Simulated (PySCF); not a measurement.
Working out the electron affinity of In

In⁻ [Kr] 4d10 5s2 5p2 (3P) → In [Kr] 4d10 5s2 5p1 (2P). All numbers are calculated (PySCF 2.14, a scalar-relativistic core potential, in def2-TZVPPD with the def2 core potential (28 electrons) (7s5p4d2f, 56 functions)). Frozen: nothing. Energies in hartree (1 hartree = 27.21139 eV):

| part | In⁻ (lower) | In (upper) |
| --- | --- | --- |
| UHF | -189.209912 | -189.210090 |
| MP2 opposite-spin | -0.206692 | -0.203241 |
| MP2 same-spin | -0.113503 | -0.107300 |

Q: What does Hartree-Fock give?

A: (-189.210090) − (-189.209912) = -0.000178 hartree = -0.005 eV.

Q: What do MP2 and SCS-MP2 (6/5 opposite-spin, 1/3 same-spin) give?

A: The opposite-spin parts differ by 0.094 eV and the same-spin parts by 0.169 eV. MP2: -0.005 + (0.094) + (0.169) = 0.258 eV. SCS-MP2: -0.005 + 1.2 × (0.094) + (0.169)/3 = 0.164 eV.

Reference: 0.384 eV (measured; photodetachment measurements, as compiled on the Wikipedia data page of electron affinities), between the lowest levels; spin-orbit coupling is absent from the calculation.

What remains against the reference includes basis incompleteness and correlation beyond second order.
